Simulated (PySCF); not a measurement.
H4HfO4, charge -1, doublet, at a GFN2-xTB geometry (such geometries of metal compounds can be far from the true shape) (the multiplicity is a formal guess) (core potentials on Hf) (in this run its highest filled SCF level lies above zero, so its values depend strongly on the basis, on diffuse functions most of all). Base run: PySCF with MN15/def2-SV(P).

The PySCF input:
```python
from pyscf import gto, scf, dft

mol = gto.M(
    atom='''
Hf   -0.000000    0.000000   -0.000000
O     1.868244    0.338114   -0.289082
H     1.718188    0.988092   -0.985061
O     0.229895   -0.322872    1.879130
H     1.191651   -0.265275    1.846196
O    -0.547485    1.111126   -1.467612
H    -1.314320    0.569738   -1.687247
O    -1.550655   -1.126369   -0.122436
H    -1.595519   -1.292555    0.826113
''',
    basis='def2-sv(p)',
    ecp={'Hf': 'def2-sv(p)'},
    charge=-1,
    spin=1,
    verbose=4,
)

mf = dft.UKS(mol)
mf.xc = 'mn15'
mf.kernel()
```

The base run was repeated with changes; each row names its change, and settings that it needs were set with it.

```tsv
change	ΔE vs base (mEh)	grid points	electrons on the grid
base	0.000	119352	49.00002
grids.level = 5	0.029	316528	49.00000
grids.level = 0	364.1	10048	48.98007
grids.level = 2	-0.054	81696	48.99999
grids.atom_grid = (99, 590)	0.055	286928	49.00000
grids.radi_method = mura_knowles	0.000	111840	49.00002
grids.level = 4	0.055	210328	49.00000
grids.level = 7	0.032	644400	49.00000
grids.atom_grid = (75, 302)	-0.069	129152	48.99999
grids.radi_method = delley	0.000	124408	49.00002
grids.level = 1	0.370	39448	49.00024
```

Open shells are given as the SCF converged; they aren't shown to be the lowest states, and a large step between rows can be another state.
